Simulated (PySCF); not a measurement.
Estimate the missing entries of this data sheet.

Species: C6H7NO2.
InChI=1S/C6H7NO2/c1-3-5-6(8-2)4-7-9-5/h3-4H,1H2,2H3

Conformer (atom-mapped SMILES and torsion angles): `[CH2:1]=[CH:2][c:3]1[o:4][n:5][cH:6][c:7]1[O:8][CH3:9]`: C1–C2–C3–O4 0°, C6–C7–O8–C9 0°.

```tsv
property	level	value
point group of the GFN2-xTB geometry	GFN2-xTB	?
rotational constants A, B, C of the GFN2-xTB geometry	GFN2-xTB	2.781, 1.347, 0.913 GHz
dipole moment	B3LYP/def2-SVPD	3.36 D
HOMO energy	B3LYP/def2-SVPD	-6.22 eV
LUMO energy	B3LYP/def2-SVPD	?
lowest singlet excitation	TDDFT B3LYP/def2-SVPD	4.51 eV (275 nm, f = 0.385)
lowest triplet excitation (Tamm–Dancoff)	TDA B3LYP/def2-SVPD	2.76 eV
static isotropic polarisability	B3LYP/def2-SVPD	?
electronic spatial extent ⟨r²⟩ about the centre of nuclear charge	B3LYP/def2-SVPD	1244 bohr²
```

Gas-phase values; electronic properties from PySCF, density fitting. One conformer (not necessarily the lowest) at the GFN2-xTB geometry, without solvent, vibrations or thermal averaging.

Task: What is the point group of the GFN2-xTB geometry?

Result: Cs.

Task: What is the static isotropic polarisability?

Result: 92.1 au.

Task: Give the LUMO energy.

Result: -1.59 eV.

No computed singlet falls in the visible range (750 to 380 nm, 1.65 to 3.26 eV); S1 lies 1.25 eV above its blue end. The vertical singlet–triplet gap S1 − T1 is 1.75 eV (TDDFT singlet less Tamm–Dancoff triplet; S1: HOMO→LUMO, weight 0.95; T1: HOMO→LUMO, weight 0.95). With B = h/(8π²I), that is 505.379 GHz u Å² over I, the principal moments of inertia are 181.7, 375.1 and 553.6 u Å² (most abundant isotopes); the inertial defect Ic − Ia − Ib is -3.2 u Å² (zero for a rigid planar frame, negative otherwise). The polarisability is 13.65 Å³ as a volume (1 au = 0.148185 Å³), or 1.40 au for each of the 66 electrons. The rotational constants make it an asymmetric top with κ = (2B − A − C)/(A − C) = -0.53, nearer the prolate limit (−1). In wavenumbers S1 is 36400 cm⁻¹ (1 eV = 8065.54 cm⁻¹).
